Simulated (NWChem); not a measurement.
System: CH4ClNTi; SMILES [CH3][Ti](=[NH])[Cl]

NWChem input:

```
start job
memory heap 200 mb stack 900 mb global 1100 mb
geometry units angstroms
  Ti     0.589232     0.081470    -0.167802
  N      0.495502    -0.779552    -1.614036
  H      0.079664    -1.453444    -2.259645
  Cl    -1.360181     0.870454     0.382511
  C      0.865157    -1.431304     1.233908
  H      0.874095    -1.002897     2.246962
  H      1.746809    -2.070141     1.111434
  H     -0.035467    -2.071154     1.141711
end
basis spherical
  * library def2-svp
end
dft
  xc pbe0
  iterations 150
end
driver
  maxiter 120
end
task dft optimize
task dft freq
```

The level has its own optimisation; frequencies are unscaled.

### Question
Predict the main results of this run. (PBE0/def2-SVP.) Quantities: r N–Ti (Å); r Cl–Ti (Å); r C–Ti (Å); r H–N (Å); highest harmonic frequency (cm⁻¹); lowest (cm⁻¹); zero-point energy (kcal/mol); dipole (D).

### Answer
| Quantity | Result |
|---|---|
| r N–Ti (Å) | 1.643 |
| r Cl–Ti (Å) | 2.239 |
| r C–Ti (Å) | 2.075 |
| r H–N (Å) | 1.020 |
| highest harmonic frequency (cm⁻¹) | 3617 |
| lowest (cm⁻¹) | 79 |
| zero-point energy (kcal/mol) | 30.7 |
| dipole (D) | 2.98 |
